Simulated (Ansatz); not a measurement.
```xyz
8

Si   -0.762    1.220   -0.230
O     0.147   -0.127   -0.376
Al    0.986   -1.513    0.038
Br    1.037   -2.130    2.199
H    -1.290    1.351    1.154
H     0.065    2.412   -0.550
H    -1.903    1.148   -1.180
H     1.720   -2.359   -1.054
```

The species carries charge 0 and has multiplicity 1.

(1) List the PBE0/def2-TZVPP orbital energies in eV (the Gaussian-basis code of Ansatz). (An estimate is asked.)

Answers

(1) Ansatz gave: Occupied: -13150.03, -1803.04, -1704.94, -1535.47, -1535.44, -1535.43, -1528.91, -522.71, -238.77, -179.08, -178.98, -178.95, -145.29, -114.72, -99.99, -99.93, -99.93, -74.84, -74.69, -74.63, -72.59, -72.56, -72.54, -72.46, -72.45, -27.49, -21.47, -15.73, -12.79, -11.27, -11.20, -11.04, -9.63, -9.13, -8.87, -8.81, -8.63. Lowest empty: -1.08, -0.56, 0.58, 1.45, 1.75, 1.78, 1.88, 2.77.
